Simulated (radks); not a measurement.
The numbers below are computed, except where a source is named.
Problem. Valence configurations of the carbon ion C+ (all share [He]). Code: a radial shooting solver on a logarithmic mesh with Libxc functionals. Model: non-relativistic Kohn-Sham, PBEsol, spin-polarised, spherical densities, point nucleus; open shells are filled with parallel spins first. Order these by energy: 2s0.5 2p2.5; 2s1.5 2p1.5; 2s2 2p1; 2s1 2p2.

Solution. From the lowest, in eV above it: 2s2 2p1 0.000; 2s1.5 2p1.5 2.941; 2s1 2p2 4.693; 2s0.5 2p2.5 9.077. NIST lists [He] 2s2 2p1 as the ground configuration; this level of theory agrees among the configurations tried. The energies are those of spherical high-spin densities, not of single terms. No valid solution was reached for [He] 2p3.
